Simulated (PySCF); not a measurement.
Cl$_{5}$Nb, charge +1, doublet, at a GFN2-xTB geometry (such geometries of metal compounds can be far from the true shape) (the multiplicity is a formal guess) (all electrons, no relativity); B3LYP/3-21G (PySCF).

Here is a job for PySCF.
```python
from pyscf import gto, scf, dft

mol = gto.M(
    atom='''
Nb    0.027290    0.165920   -0.138711
Cl    1.978245   -0.186801   -1.051681
Cl    0.624320   -1.304735    1.845707
Cl   -1.221951    0.768177   -1.855530
Cl   -1.470950   -1.626361    0.276668
Cl    0.024520    1.949559    1.119374
''',
    basis='3-21g',
    charge=1,
    spin=1,
    verbose=4,
)

mf = dft.UKS(mol)
mf.xc = 'b3lyp'
mf.kernel()
mf.analyze()
```

Output, abridged:

```
PySCF version 2.14.0

[INPUT] verbose = 4
[INPUT] num. atoms = 6
[INPUT] num. electrons = 125
[INPUT] charge = 1
[INPUT] spin (= nelec alpha-beta = 2S) = 1
[INPUT] symmetry False subgroup None
[INPUT] Mole.unit = angstrom
[INPUT] Symbol           X                Y                Z      unit          X                Y                Z       unit  Magmom
[...]
nuclear repulsion = 1242.982984319
number of shells = 49
number of NR pGTOs = 216
number of NR cGTOs = 101
basis = 3-21g
ecp = {}

******** <class 'pyscf.dft.uks.UKS'> ********
method = UKS
initial guess = minao
damping factor = 0
level_shift factor = 0
DIIS = <class 'pyscf.scf.diis.CDIIS'>
diis_start_cycle = 1
diis_space = 8
diis_damp = 0
SCF conv_tol = 1e-09
SCF conv_tol_grad = None
SCF max_cycles = 50
direct_scf = True
direct_scf_tol = 1e-13
number electrons alpha = 63  beta = 62
XC library pyscf.dft.libxc version 7.1.2
    S. Lehtola, C. Steigemann, M. J. T. Oliveira, and M. A. L. Marques,  SoftwareX 7, 1–5 (2018)
XC functionals = b3lyp
    P. J. Stephens, F. J. Devlin, C. F. Chabalowski, and M. J. Frisch,  J. Phys. Chem. 98, 11623 (1994)
radial grids:
    Treutler-Ahlrichs [JCP 102, 346 (1995); DOI:10.1063/1.469408] (M4) radial grids

becke partition: Becke, JCP 88, 2547 (1988); DOI:10.1063/1.454033
pruning grids: <function nwchem_prune>
grids dens level: 3
symmetrized grids: False
atomic radii adjust function: <function treutler_atomic_radii_adjust>
small_rho_cutoff = 0
Set gradient conv threshold to 3.16228e-05
tot grids = 116840
init E= -6022.1716846124

cycle= 1 E= -6027.71783033031  delta_E= -5.55  |g|= 0.135  |ddm|= 2.36
cycle= 2 E= -6027.6805242294  delta_E= 0.0373  |g|= 0.283  |ddm|= 0.463
cycle= 3 E= -6027.72493270258  delta_E= -0.0444  |g|= 0.0885  |ddm|= 0.332
cycle= 4 E= -6027.72708929862  delta_E= -0.00216  |g|= 0.0582  |ddm|= 0.125
cycle= 5 E= -6027.72932328859  delta_E= -0.00223  |g|= 0.00976  |ddm|= 0.0729
cycle= 6 E= -6027.72936792828  delta_E= -4.46e-05  |g|= 0.00618  |ddm|= 0.0189
cycle= 7 E= -6027.72939882726  delta_E= -3.09e-05  |g|= 0.00144  |ddm|= 0.0106
cycle= 8 E= -6027.72940034755  delta_E= -1.52e-06  |g|= 0.000818  |ddm|= 0.00286
cycle= 9 E= -6027.72940102716  delta_E= -6.8e-07  |g|= 0.000166  |ddm|= 0.00198
cycle= 10 E= -6027.72940106595  delta_E= -3.88e-08  |g|= 5.51e-05  |ddm|= 0.000487
cycle= 11 E= -6027.72940107188  delta_E= -5.93e-09  |g|= 2.13e-05  |ddm|= 0.000244
cycle= 12 E= -6027.72940107242  delta_E= -5.44e-10  |g|= 5.8e-06  |ddm|= 5.96e-05
Extra cycle  E= -6027.7294010722  delta_E= 2.16e-10  |g|= 1.91e-05  |ddm|= 2.65e-05
converged SCF energy = -6027.7294010722  <S^2> = 0.75578664  2S+1 = 2.0057783
**** SCF Summaries ****
Total Energy =                       -6027.729401072204382
Nuclear Repulsion Energy =            1242.982984319001162
One-electron Energy =               -10778.216244079336320
Two-electron Energy =                 3507.503858688130549
Two-electron Coulomb Energy =         3764.914474964612964
DFT Exchange-Correlation Energy =     -257.410616276482301
**** MO energy ****
                             alpha | beta                alpha | beta
[...]
To work with the spin densities directly, `use mulliken_meta_spin()` only printing them here.

 ** Mulliken spin pop alpha/beta on meta-lowdin orthogonal AOs **
 ** Mulliken Spin Density (per AO)  **
spin_pop of  0 Nb 1s       -0.00000
spin_pop of  0 Nb 2s       -0.00000
spin_pop of  0 Nb 3s       -0.00000
spin_pop of  0 Nb 4s       -0.00000
spin_pop of  0 Nb 5s       -0.00268
spin_pop of  0 Nb 6s       -0.00036
spin_pop of  0 Nb 2px       0.00000
spin_pop of  0 Nb 2py       0.00000
spin_pop of  0 Nb 2pz       0.00000
spin_pop of  0 Nb 3px      -0.00000
spin_pop of  0 Nb 3py      -0.00000
spin_pop of  0 Nb 3pz      -0.00000
spin_pop of  0 Nb 4px       0.00002
spin_pop of  0 Nb 4py       0.00000
spin_pop of  0 Nb 4pz       0.00001
spin_pop of  0 Nb 5px      -0.00016
spin_pop of  0 Nb 5py      -0.00031
spin_pop of  0 Nb 5pz      -0.00023
spin_pop of  0 Nb 6px       0.00003
spin_pop of  0 Nb 6py      -0.00003
spin_pop of  0 Nb 6pz       0.00000
spin_pop of  0 Nb 3dxy      0.00000
spin_pop of  0 Nb 3dyz      0.00000
spin_pop of  0 Nb 3dz^2     0.00000
spin_pop of  0 Nb 3dxz      0.00000
spin_pop of  0 Nb 3dx2-y2    0.00000
spin_pop of  0 Nb 4dxy     -0.00754
spin_pop of  0 Nb 4dyz     -0.00893
spin_pop of  0 Nb 4dz^2    -0.00599
spin_pop of  0 Nb 4dxz     -0.00445
spin_pop of  0 Nb 4dx2-y2   -0.00674
spin_pop of  0 Nb 5dxy     -0.00003
spin_pop of  0 Nb 5dyz     -0.00004
spin_pop of  0 Nb 5dz^2    -0.00001
spin_pop of  0 Nb 5dxz     -0.00005
spin_pop of  0 Nb 5dx2-y2   -0.00004
spin_pop of  1 Cl 1s       -0.00000
spin_pop of  1 Cl 2s       -0.00000
spin_pop of  1 Cl 3s       -0.00008
spin_pop of  1 Cl 4s       -0.00004
spin_pop of  1 Cl 2px      -0.00000
spin_pop of  1 Cl 2py      -0.00000
spin_pop of  1 Cl 2pz      -0.00000
spin_pop of  1 Cl 3px      -0.00028
spin_pop of  1 Cl 3py      -0.00208
spin_pop of  1 Cl 3pz       0.00053
spin_pop of  1 Cl 4px      -0.00003
spin_pop of  1 Cl 4py      -0.00002
spin_pop of  1 Cl 4pz      -0.00001
spin_pop of  2 Cl 1s        0.00000
spin_pop of  2 Cl 2s       -0.00000
spin_pop of  2 Cl 3s        0.00165
spin_pop of  2 Cl 4s       -0.00007
spin_pop of  2 Cl 2px       0.00003
spin_pop of  2 Cl 2py       0.00001
spin_pop of  2 Cl 2pz       0.00001
spin_pop of  2 Cl 3px       0.41330
spin_pop of  2 Cl 3py       0.07469
spin_pop of  2 Cl 3pz       0.11261
spin_pop of  2 Cl 4px       0.00051
spin_pop of  2 Cl 4py       0.00024
spin_pop of  2 Cl 4pz       0.00020
spin_pop of  3 Cl 1s        0.00000
spin_pop of  3 Cl 2s        0.00000
spin_pop of  3 Cl 3s       -0.00016
spin_pop of  3 Cl 4s       -0.00010
spin_pop of  3 Cl 2px      -0.00000
spin_pop of  3 Cl 2py      -0.00000
spin_pop of  3 Cl 2pz       0.00000
spin_pop of  3 Cl 3px      -0.00484
spin_pop of  3 Cl 3py      -0.00175
spin_pop of  3 Cl 3pz       0.00217
spin_pop of  3 Cl 4px      -0.00002
spin_pop of  3 Cl 4py       0.00002
spin_pop of  3 Cl 4pz      -0.00002
spin_pop of  4 Cl 1s        0.00000
spin_pop of  4 Cl 2s       -0.00000
spin_pop of  4 Cl 3s        0.00243
spin_pop of  4 Cl 4s       -0.00015
spin_pop of  4 Cl 2px       0.00001
spin_pop of  4 Cl 2py       0.00000
spin_pop of  4 Cl 2pz       0.00001
spin_pop of  4 Cl 3px       0.19630
spin_pop of  4 Cl 3py       0.01701
spin_pop of  4 Cl 3pz       0.22654
spin_pop of  4 Cl 4px       0.00032
spin_pop of  4 Cl 4py       0.00016
spin_pop of  4 Cl 4pz       0.00042
spin_pop of  5 Cl 1s       -0.00000
spin_pop of  5 Cl 2s       -0.00000
spin_pop of  5 Cl 3s       -0.00008
spin_pop of  5 Cl 4s       -0.00004
spin_pop of  5 Cl 2px       0.00000
spin_pop of  5 Cl 2py      -0.00000
spin_pop of  5 Cl 2pz      -0.00000
spin_pop of  5 Cl 3px       0.00174
spin_pop of  5 Cl 3py      -0.00074
spin_pop of  5 Cl 3pz      -0.00284
spin_pop of  5 Cl 4px      -0.00001
spin_pop of  5 Cl 4py      -0.00003
spin_pop of  5 Cl 4pz      -0.00001
 ** Mulliken Spin Density (per atom)  **
spin density of  0 Nb =     -0.03750
spin density of  1 Cl =     -0.00201
spin density of  2 Cl =      0.60316
spin density of  3 Cl =     -0.00470
spin density of  4 Cl =      0.44305
spin density of  5 Cl =     -0.00201
 ** Mulliken pop alpha/beta on meta-lowdin orthogonal AOs **
 ** Mulliken pop       alpha | beta **
In total            63.00000 | 62.00000
 ** Mulliken atomic charges   ( Nelec_alpha | Nelec_beta ) **
charge of  0Nb =      0.77336  (    20.09457     20.13207 )
charge of  1Cl =      0.07198  (     8.46301      8.46502 )
charge of  2Cl =      0.00726  (     8.79795      8.19479 )
charge of  3Cl =      0.03682  (     8.47924      8.48394 )
charge of  4Cl =      0.03862  (     8.70222      8.25916 )
charge of  5Cl =      0.07196  (     8.46302      8.46502 )

WARN: System has nonzero charge 1; the dipole moment is origin-dependent.
Location of origin: [0. 0. 0.]

Dipole moment(X, Y, Z, Debye):  0.26014,  0.61048, -0.36686
```
